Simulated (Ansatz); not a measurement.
Total energies of the cluster Li₂Si₂⁺ from Ansatz at PBE-D4/def2-TZVP, gas phase (1 Eh = 27.2114 eV = 2625.5 kJ/mol). The reference geometry is relaxed at PBE0-D4/def2-TZVP.

Cartesian coordinates in Å:
```
Li -1.9352 -0.7731 0.5655
Li 2.0789 -0.0159 0.5836
Si -0.2346 1.2430 0.0283
Si 0.0909 -0.4540 -1.1774
```

```tsv
state	geometry	energy (Eh)
charge 1 doublet	reference	-593.46448
charge 0 singlet	reference	-593.67825
charge 1 quartet	relaxed at PBE0-D4/def2-TZVP	-593.41677
```

**Question.** Work out the vertical electron affinity, to the singlet.

**Answer.** E(charge 1 doublet) − E(charge 0 singlet) = -593.46448 − (-593.67825) = 0.21377 Eh = 5.82 eV.

**Question.** Which of the charge 1 states is lowest, and how far above it are the others?

**Answer.** The doublet. quartet: -593.41677 − (-593.46448) = 0.04771 Eh = 125.3 kJ/mol.

The structure comes from a short search, and lower isomers may exist.
